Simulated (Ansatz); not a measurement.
`N[SiH]1OCO1`, relaxed with RKS PBE0-D4/def2-TZVP in Ansatz 0.2.0 from a PBE-D4/def2-SVP geometry. The force threshold is 0.005 eV/Å; the program also tests the step.

Charge 0, multiplicity 1.

Start:

```xyz
10

N    -0.964   -1.415    0.850
Si   -0.022   -0.592   -0.305
O     1.309    0.337    0.246
C     0.688    1.494   -0.329
O    -0.548    0.957   -0.815
H    -1.320   -0.990    1.707
H    -1.224   -2.396    0.747
H     0.264   -1.591   -1.381
H     1.304    1.911   -1.161
H     0.513    2.285    0.440
```

Q: By how much does the energy fall, and how many steps does the optimiser take? (An estimate is asked.)

A: Ansatz gave: 0.10 eV, in 5 steps, 1 of them rejected.

Q: Which bonds change most? (Best estimate.)

A: Ansatz gave: Si2–O3 from 1.714 to 1.670 Å; Si2–O5 from 1.714 to 1.670 Å; N1–Si2 from 1.703 to 1.680 Å.

Q: Give the relaxed structure. (Best estimate.)

A: Ansatz gave: 
```xyz
10

N    -0.949   -1.388    0.841
Si   -0.021   -0.569   -0.295
O     1.286    0.320    0.244
C     0.681    1.477   -0.326
O    -0.545    0.931   -0.806
H    -1.303   -0.981    1.690
H    -1.201   -2.355    0.728
H     0.265   -1.553   -1.361
H     1.285    1.873   -1.149
H     0.502    2.246    0.433
```
